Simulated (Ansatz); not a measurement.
## Molecular dynamics of C$_{2}$H$_{6}$ClFOSi

Input:

```yaml
crystal:
  periodic: [false, false, false]
  atoms:
    - { symbol: C, position_ang: [0.905506, 0.290312, -1.511004] }
    - { symbol: Si, position_ang: [0.47979, 0.473915, 0.302626] }
    - { symbol: F, position_ang: [-0.329858, 1.950543, 0.539824] }
    - { symbol: Cl, position_ang: [2.300921, 0.553499, 1.480147] }
    - { symbol: C, position_ang: [-0.698257, -0.829526, 1.031341] }
    - { symbol: O, position_ang: [-1.939846, -0.749996, 0.280103] }
    - { symbol: H, position_ang: [1.467319, 1.156979, -1.868705] }
    - { symbol: H, position_ang: [1.50977, -0.60751, -1.66971] }
    - { symbol: H, position_ang: [-0.019041, 0.199884, -2.089088] }
    - { symbol: H, position_ang: [-0.843596, -0.691652, 2.109638] }
    - { symbol: H, position_ang: [-0.305353, -1.835458, 0.871769] }
    - { symbol: H, position_ang: [-2.450354, 0.03371, 0.557059] }
basis:
  gaussian: { orbitals: "6-31G" }
hamiltonian:
  xc: pbe0
  dispersion: d4
md:
  timestep: 0.5
  n_steps: 147
  ensemble: nve
  temperature: 300.0
  initial_velocities: maxwell_boltzmann
  seed: 745132
  masses: [{ species: H, mass: 3.016 }]
```

Run as:

```bash
$ ansatz run input.yaml --threads 1 --pin off --max-ram 2048MiB --backend cpu --events-out ev --progress --plain --runs-dir out
```

It starts from a relaxed structure.

Output, in part (one step line in 3, the closing report, with atoms numbered from 0):

```
md step     0: t =     0.00 fs  T =   300.0 K  F+E_penalty+E_count = -27320.24035225 eV  E_kin = 0.387780 eV  conserved = -27319.85257225 eV  (25 SCF iters)
md step     3: t =     1.50 fs  T =   282.4 K  F+E_penalty+E_count = -27320.21744184 eV  E_kin = 0.364988 eV  conserved = -27319.85245352 eV  (21 SCF iters)
md step     6: t =     3.00 fs  T =   241.6 K  F+E_penalty+E_count = -27320.16446292 eV  E_kin = 0.312249 eV  conserved = -27319.85221389 eV  (21 SCF iters)
md step     9: t =     4.50 fs  T =   201.7 K  F+E_penalty+E_count = -27320.11275275 eV  E_kin = 0.260657 eV  conserved = -27319.85209539 eV  (21 SCF iters)
md step    12: t =     6.00 fs  T =   175.2 K  F+E_penalty+E_count = -27320.07858671 eV  E_kin = 0.226427 eV  conserved = -27319.85216007 eV  (21 SCF iters)
md step    15: t =     7.50 fs  T =   156.7 K  F+E_penalty+E_count = -27320.05477511 eV  E_kin = 0.202530 eV  conserved = -27319.85224502 eV  (21 SCF iters)
md step    18: t =     9.00 fs  T =   138.1 K  F+E_penalty+E_count = -27320.03070152 eV  E_kin = 0.178488 eV  conserved = -27319.85221380 eV  (21 SCF iters)
md step    21: t =    10.50 fs  T =   122.7 K  F+E_penalty+E_count = -27320.01063317 eV  E_kin = 0.158547 eV  conserved = -27319.85208612 eV  (21 SCF iters)
md step    24: t =    12.00 fs  T =   123.3 K  F+E_penalty+E_count = -27320.01136592 eV  E_kin = 0.159365 eV  conserved = -27319.85200094 eV  (21 SCF iters)
md step    27: t =    13.50 fs  T =   148.1 K  F+E_penalty+E_count = -27320.04347830 eV  E_kin = 0.191384 eV  conserved = -27319.85209427 eV  (21 SCF iters)
md step    30: t =    15.00 fs  T =   187.0 K  F+E_penalty+E_count = -27320.09398765 eV  E_kin = 0.241660 eV  conserved = -27319.85232777 eV  (21 SCF iters)
md step    33: t =    16.50 fs  T =   216.3 K  F+E_penalty+E_count = -27320.13211265 eV  E_kin = 0.279625 eV  conserved = -27319.85248750 eV  (21 SCF iters)
md step    36: t =    18.00 fs  T =   220.2 K  F+E_penalty+E_count = -27320.13701960 eV  E_kin = 0.284598 eV  conserved = -27319.85242130 eV  (21 SCF iters)
md step    39: t =    19.50 fs  T =   205.1 K  F+E_penalty+E_count = -27320.11727338 eV  E_kin = 0.265048 eV  conserved = -27319.85222524 eV  (22 SCF iters)
md step    42: t =    21.00 fs  T =   190.4 K  F+E_penalty+E_count = -27320.09820476 eV  E_kin = 0.246071 eV  conserved = -27319.85213396 eV  (24 SCF iters)
md step    45: t =    22.50 fs  T =   185.7 K  F+E_penalty+E_count = -27320.09226615 eV  E_kin = 0.240055 eV  conserved = -27319.85221126 eV  (24 SCF iters)
md step    48: t =    24.00 fs  T =   184.0 K  F+E_penalty+E_count = -27320.09020888 eV  E_kin = 0.237903 eV  conserved = -27319.85230623 eV  (24 SCF iters)
md step    51: t =    25.50 fs  T =   175.9 K  F+E_penalty+E_count = -27320.07965187 eV  E_kin = 0.227364 eV  conserved = -27319.85228798 eV  (23 SCF iters)
md step    54: t =    27.00 fs  T =   163.0 K  F+E_penalty+E_count = -27320.06286715 eV  E_kin = 0.210704 eV  conserved = -27319.85216306 eV  (23 SCF iters)
md step    57: t =    28.50 fs  T =   158.2 K  F+E_penalty+E_count = -27320.05655761 eV  E_kin = 0.204514 eV  conserved = -27319.85204358 eV  (24 SCF iters)
md step    60: t =    30.00 fs  T =   173.4 K  F+E_penalty+E_count = -27320.07621605 eV  E_kin = 0.224142 eV  conserved = -27319.85207443 eV  (24 SCF iters)
md step    63: t =    31.50 fs  T =   204.8 K  F+E_penalty+E_count = -27320.11705782 eV  E_kin = 0.264781 eV  conserved = -27319.85227689 eV  (23 SCF iters)
md step    66: t =    33.00 fs  T =   231.8 K  F+E_penalty+E_count = -27320.15216137 eV  E_kin = 0.299688 eV  conserved = -27319.85247310 eV  (24 SCF iters)
md step    69: t =    34.50 fs  T =   234.7 K  F+E_penalty+E_count = -27320.15589821 eV  E_kin = 0.303431 eV  conserved = -27319.85246714 eV  (24 SCF iters)
md step    72: t =    36.00 fs  T =   214.0 K  F+E_penalty+E_count = -27320.12891797 eV  E_kin = 0.276634 eV  conserved = -27319.85228393 eV  (24 SCF iters)
md step    75: t =    37.50 fs  T =   187.6 K  F+E_penalty+E_count = -27320.09467010 eV  E_kin = 0.242518 eV  conserved = -27319.85215165 eV  (23 SCF iters)
md step    78: t =    39.00 fs  T =   168.9 K  F+E_penalty+E_count = -27320.07054613 eV  E_kin = 0.218346 eV  conserved = -27319.85219964 eV  (23 SCF iters)
md step    81: t =    40.50 fs  T =   154.1 K  F+E_penalty+E_count = -27320.05148769 eV  E_kin = 0.199194 eV  conserved = -27319.85229337 eV  (24 SCF iters)
md step    84: t =    42.00 fs  T =   134.5 K  F+E_penalty+E_count = -27320.02610356 eV  E_kin = 0.173839 eV  conserved = -27319.85226476 eV  (24 SCF iters)
md step    87: t =    43.50 fs  T =   113.1 K  F+E_penalty+E_count = -27319.99833393 eV  E_kin = 0.146217 eV  conserved = -27319.85211738 eV  (23 SCF iters)
md step    90: t =    45.00 fs  T =   105.0 K  F+E_penalty+E_count = -27319.98772029 eV  E_kin = 0.135731 eV  conserved = -27319.85198938 eV  (24 SCF iters)
md step    93: t =    46.50 fs  T =   122.9 K  F+E_penalty+E_count = -27320.01094409 eV  E_kin = 0.158915 eV  conserved = -27319.85202885 eV  (23 SCF iters)
md step    96: t =    48.00 fs  T =   162.4 K  F+E_penalty+E_count = -27320.06219131 eV  E_kin = 0.209947 eV  conserved = -27319.85224388 eV  (23 SCF iters)
md step    99: t =    49.50 fs  T =   201.4 K  F+E_penalty+E_count = -27320.11282999 eV  E_kin = 0.260381 eV  conserved = -27319.85244860 eV  (24 SCF iters)
md step   102: t =    51.00 fs  T =   219.3 K  F+E_penalty+E_count = -27320.13589868 eV  E_kin = 0.283450 eV  conserved = -27319.85244871 eV  (23 SCF iters)
md step   105: t =    52.50 fs  T =   215.5 K  F+E_penalty+E_count = -27320.13081225 eV  E_kin = 0.278526 eV  conserved = -27319.85228633 eV  (23 SCF iters)
md step   108: t =    54.00 fs  T =   205.4 K  F+E_penalty+E_count = -27320.11771772 eV  E_kin = 0.265519 eV  conserved = -27319.85219850 eV  (24 SCF iters)
md step   111: t =    55.50 fs  T =   197.9 K  F+E_penalty+E_count = -27320.10803047 eV  E_kin = 0.255752 eV  conserved = -27319.85227813 eV  (23 SCF iters)
md step   114: t =    57.00 fs  T =   185.7 K  F+E_penalty+E_count = -27320.09243774 eV  E_kin = 0.240075 eV  conserved = -27319.85236236 eV  (23 SCF iters)
md step   117: t =    58.50 fs  T =   161.0 K  F+E_penalty+E_count = -27320.06038153 eV  E_kin = 0.208076 eV  conserved = -27319.85230529 eV  (23 SCF iters)
md step   120: t =    60.00 fs  T =   129.3 K  F+E_penalty+E_count = -27320.01928895 eV  E_kin = 0.167149 eV  conserved = -27319.85213999 eV  (28 SCF iters)
md step   123: t =    61.50 fs  T =   107.6 K  F+E_penalty+E_count = -27319.99105180 eV  E_kin = 0.139045 eV  conserved = -27319.85200675 eV  (23 SCF iters)
md step   126: t =    63.00 fs  T =   109.3 K  F+E_penalty+E_count = -27319.99328130 eV  E_kin = 0.141251 eV  conserved = -27319.85202980 eV  (23 SCF iters)
md step   129: t =    64.50 fs  T =   131.9 K  F+E_penalty+E_count = -27320.02269842 eV  E_kin = 0.170494 eV  conserved = -27319.85220487 eV  (24 SCF iters)
md step   132: t =    66.00 fs  T =   157.7 K  F+E_penalty+E_count = -27320.05619707 eV  E_kin = 0.203823 eV  conserved = -27319.85237455 eV  (24 SCF iters)
md step   135: t =    67.50 fs  T =   169.7 K  F+E_penalty+E_count = -27320.07175830 eV  E_kin = 0.219383 eV  conserved = -27319.85237541 eV  (24 SCF iters)
md step   138: t =    69.00 fs  T =   168.0 K  F+E_penalty+E_count = -27320.06940576 eV  E_kin = 0.217174 eV  conserved = -27319.85223199 eV  (23 SCF iters)
md step   141: t =    70.50 fs  T =   166.5 K  F+E_penalty+E_count = -27320.06737176 eV  E_kin = 0.215217 eV  conserved = -27319.85215445 eV  (24 SCF iters)
md step   144: t =    72.00 fs  T =   172.6 K  F+E_penalty+E_count = -27320.07541151 eV  E_kin = 0.223150 eV  conserved = -27319.85226109 eV  (29 SCF iters)
md step   147: t =    73.50 fs  T =   176.2 K  F+E_penalty+E_count = -27320.08021926 eV  E_kin = 0.227817 eV  conserved = -27319.85240257 eV  (29 SCF iters)
Total energy: -27320.08024243 eV, -1003.9944306940 hartree
Atom 0 at     1.138317     0.340858    -1.569703 Å, force    -0.897161    -0.162936     0.534044 eV/Å
Atom 1 at     0.498183     0.403907     0.235711 Å, force     0.084620     0.142926    -0.493841 eV/Å
Atom 2 at    -0.457905     1.790208     0.463841 Å, force    -0.025299     0.187224     0.048059 eV/Å
Atom 3 at     2.231553     0.613918     1.488963 Å, force     0.256649    -0.017102     0.255728 eV/Å
Atom 4 at    -0.690200    -0.925576     0.939730 Å, force    -0.160059    -0.440746     0.272862 eV/Å
Atom 5 at    -2.040993    -0.524280     0.615782 Å, force    -0.032864     0.283845     0.127333 eV/Å
Atom 6 at     1.824868     1.158729    -1.819358 Å, force    -0.176008    -0.121944     0.184980 eV/Å
Atom 7 at     1.649264    -0.620229    -1.650369 Å, force     0.144449    -0.043964    -0.325969 eV/Å
Atom 8 at     0.256333     0.358215    -2.241263 Å, force     0.499018    -0.023393     0.152904 eV/Å
Atom 9 at    -0.558891    -1.193588     2.006141 Å, force     0.094837     0.691824    -0.108538 eV/Å
Atom 10 at    -0.572208    -1.881892     0.455243 Å, force     0.254092    -0.372883    -0.572384 eV/Å
Atom 11 at    -2.212640     0.370312     0.976614 Å, force    -0.042275    -0.122851    -0.075180 eV/Å
Dipole moment:     0.046178    -0.350901    -0.331780 e Å
```

All steps were run. The conserved energy stayed within 0.049 meV per atom of its start (net change 0.014 meV per atom), so the integration is sound. The temperature averaged 0.54 of the 300 K drawn at the start: a run that starts near a minimum puts about half its kinetic energy into the potential. A run of 0.073 ps of so small a system gives no equilibrium averages. Limits of this set-up: no polarisation functions.

The same pairs are bonded in the first frame and the last. Pairs count as bonded within 1.25 times the sum of covalent radii (0.12 Å more for H–H).

Last frame:

```xyz
12
Properties=species:S:1:pos:R:3
C 1.138 0.341 -1.570
Si 0.498 0.404 0.236
F -0.458 1.790 0.464
Cl 2.232 0.614 1.489
C -0.690 -0.926 0.940
O -2.041 -0.524 0.616
H 1.825 1.159 -1.819
H 1.649 -0.620 -1.650
H 0.256 0.358 -2.241
H -0.559 -1.194 2.006
H -0.572 -1.882 0.455
H -2.213 0.370 0.977
```

The run took 9.1 min on 1 thread of Intel(R) Xeon(R) Platinum 8488C (Sapphire Rapids), on a shared host, peak memory 0.2 GiB.
